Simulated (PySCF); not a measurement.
Order these species by their calculated properties.

All species are isolated and taken at one optimised geometry, non-relativistic unless stated. Electronic properties by PySCF.

Dipoles, sizes and rotational constants follow the conformer. The torsions of the flexible species, by atom-mapped SMILES:
- `[CH2:1]=[C:2]([S:3]=[O:4])[C:5](=[O:6])[CH2:7][CH:8]=[O:9]`: C1–C2–S3–O4 165°, C1–C2–C5–O6 -30°, C2–C5–C7–C8 -49°, C5–C7–C8–O9 39°
- `[CH3:1][S:2][Si@H:3]([NH2:4])[CH:5]1[CH:6][CH-:7]1`: C1–S2–Si3–N4 -46°, S2–Si3–C5–C6 134°, H–N4–Si3–S2 -54°, H–N4–Si3–S2 -175°
- `[NH:1][CH2:2][CH2:3][CH2:4][F:5]`: N1–C2–C3–C4 69°, C2–C3–C4–F5 -178°, H–N1–C2–C3 17°
- `[CH2:1]=[C:2]([SH:3]=[O:4])[C:5](=[O:6])[CH2:7][C:8]=[O:9]`: C1–C2–S3–O4 -152°, C1–C2–C5–O6 -4°, C2–C5–C7–C8 77°, C5–C7–C8–O9 -31°
- `[CH3:1][CH:2][CH2:3][OH:4]`: C1–C2–C3–O4 37°, H–O4–C3–C2 52°
- `[cH:1]1[n:2][cH:3][c:4]([C:5]2[CH2:6][CH2:7]2)[o:8]1`: C3–C4–C5–C6 180°
- `[CH3:1][S+:2][Si@H:3]([NH2:4])[CH:5]1[CH:6]=[CH:7]1`: C1–S2–Si3–N4 -165°, S2–Si3–C5–C6 -145°, H–N4–Si3–S2 -166°, H–N4–Si3–S2 40°
- `[F:1][CH:2]([F:3])[S+:4][c:5]1[cH:6][n:7][s:8][n:9]1`: F1–C2–S4–C5 -59°, C2–S4–C5–C6 0°

Problem. Rank by smallest rotational constant, highest first (GFN2-xTB).
A. `C=C([S]=O)C(=O)CC=O` [radical]
B. `C(CCF)[NH]` [radical]
C. `C=C([SH]=O)C(=O)C[C]=O` [radical]
D. `C[CH]CO` [radical]
E. `CS[Si@H](N)C1[CH][CH-]1` [radical]

Solution. D (4.367 GHz), B (2.237 GHz), A (1.114 GHz), C (0.982 GHz), E (0.886 GHz).

Problem. By how much do the two ends of that ranking differ?

Solution. By 3.481 GHz, between `C[CH]CO` [doublet state] and `CS[Si@H](N)C1[CH][CH-]1` [charge -1 and doublet state].

Problem. Rank by isotropic g value, highest first (unrestricted B3LYP/pcH-1, mean-field spin–orbit at GFN2-xTB geometries).
A. `C(C(C([S]=O)=C)=O)C=O` [radical]
B. `C[S+][Si@H](N)C1C=C1` [radical]
C. `FC(F)[S+]C1=NSN=C1` [radical]
D. `c1ncc([C]2CC2)o1` [radical]

Solution. B (2.01576), C (2.00887), A (2.00823), D (2.00259).

Problem. By how much do the two ends of that ranking differ?

Solution. By 0.01317, between `C[S+][Si@H](N)C1C=C1` [charge +1 and doublet state] and `c1ncc([C]2CC2)o1` [doublet state].
